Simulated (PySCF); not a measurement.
A side-by-side comparison of computed properties.

First species: 3,4-dimethylenecyclobut-1-ene, C₆H₆.
Geometry (PBE0-D3(BJ)/def2-SVP, Å), atoms numbered from 1 in this order:
```xyz
12
C6H6 angstrom
C      1.941   -0.242   -0.064
C      0.623   -0.424    0.021
C     -0.305   -1.561    0.202
C     -1.404   -0.758    0.157
C     -0.593    0.465   -0.028
C     -0.815    1.771   -0.173
H      2.362    0.756   -0.205
H      2.636   -1.083    0.003
H     -0.156   -2.635    0.324
H     -2.478   -0.938    0.230
H      0.016    2.471   -0.296
H     -1.829    2.178   -0.174
```

Second species: H8O2Si3.
SMILES: `[SiH3]O[SiH2]O[SiH3]`

Levels: wB97X-D/def2-SVPD for dipole moment, HOMO energy, LUMO energy, HOMO–LUMO gap, static isotropic polarisability and electronic spatial extent ⟨r²⟩ about the centre of nuclear charge; TDDFT wB97X-D/def2-SVPD for lowest singlet excitation; TDA wB97X-D/def2-SVPD for lowest triplet excitation (Tamm–Dancoff); ΔSCF wB97X-D/def2-SVPD for vertical ionisation energy; PBE0-D3(BJ)/def2-SVP for rotational constant A and rotational constant C. Geometries: PBE0-D3(BJ)/def2-SVP. All species are isolated and taken at one optimised geometry, non-relativistic unless stated; the electronic structure was computed with PySCF and density fitting.

Dipoles, sizes and rotational constants follow the conformer. The torsions of the flexible species, by atom-mapped SMILES:
- `[SiH3:1][O:2][SiH2:3][O:4][SiH3:5]`: Si1–O2–Si3–O4 12°, O2–Si3–O4–Si5 9°

```csv
property,column X,column Y
dipole moment,0.50 D,0.70 D
HOMO energy,-10.31 eV,-8.50 eV
LUMO energy,1.52 eV,0.72 eV
HOMO–LUMO gap,11.83 eV,9.22 eV
lowest singlet excitation,7.42 eV,5.08 eV
lowest triplet excitation (Tamm–Dancoff),7.18 eV,3.12 eV
static isotropic polarisability,83.7 au,75.3 au
vertical ionisation energy,10.56 eV,8.68 eV
electronic spatial extent ⟨r²⟩ about the centre of nuclear charge,1120 bohr²,527 bohr²
rotational constant A,3.288 GHz,5.589 GHz
rotational constant C,1.051 GHz,2.418 GHz
```

(1) Which column belongs to which species?

(2) How does each property change from the first species to the second?

Answers

(1) Column X is the second species and column Y the first. The first has 12 atoms and 42 electrons, the second 13 and 66.

(2) dipole moment -0.20 D; HOMO energy -1.81 eV; LUMO energy +0.80 eV; HOMO–LUMO gap +2.61 eV; lowest singlet excitation +2.34 eV; lowest triplet excitation (Tamm–Dancoff) +4.06 eV; static isotropic polarisability +8.4 au; vertical ionisation energy +1.88 eV; electronic spatial extent ⟨r²⟩ about the centre of nuclear charge +593 bohr²; rotational constant A -2.301 GHz; rotational constant C -1.367 GHz.

On the first: The ΔSCF ionisation energy exceeds −ε(HOMO) by 0.18 eV with wB97X-D. S1 lies 4.14 eV below the HOMO–LUMO gap; its leading configuration is HOMO→LUMO, weight 0.91.

On the second: The polarisability is 12.40 Å³ as a volume (1 au = 0.148185 Å³), or 1.27 au for each of the 66 electrons. No computed singlet falls in the visible range (750 to 380 nm, 1.65 to 3.26 eV); S1 lies 4.16 eV above its blue end.
